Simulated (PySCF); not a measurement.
All values below come from PySCF with B3LYP-D3(BJ)/def2-TZVP // BP86-D3(BJ)/def2-SVP. All species are isolated molecules in the gas phase. One relaxed conformer stands for a flexible species; it need not be the lowest. B3LYP has the VWN-RPA correlation part, as in Gaussian. 

Reference species: [Ti(F)4] (neutral, multiplicity 1).

The charge on the central atom (Mulliken) comes out as 1.67 e, the LUMO is -3.56 eV and the mean distance from the central atom to its bonded neighbours comes out as 1.744 Å. The HOMO–LUMO gap comes out as 8.68 eV.

Changed species: [Ti(F)2(OH)2] (2 of 4 F replaced by OH; the reference has 0 of 4 F replaced by OH).

### Question
What does the change do to the charge on the central atom (Mulliken), LUMO, mean distance from the central atom to its bonded neighbours and HOMO–LUMO gap?

### Answer
the charge on the central atom (Mulliken) drops by 0.04 e, to 1.63 e; the LUMO increases by 1.24 eV, to -2.32 eV; the mean distance from the central atom to its bonded neighbours rises by 0.023 Å, to 1.767 Å; the HOMO–LUMO gap drops by 1.23 eV, to 7.45 eV.
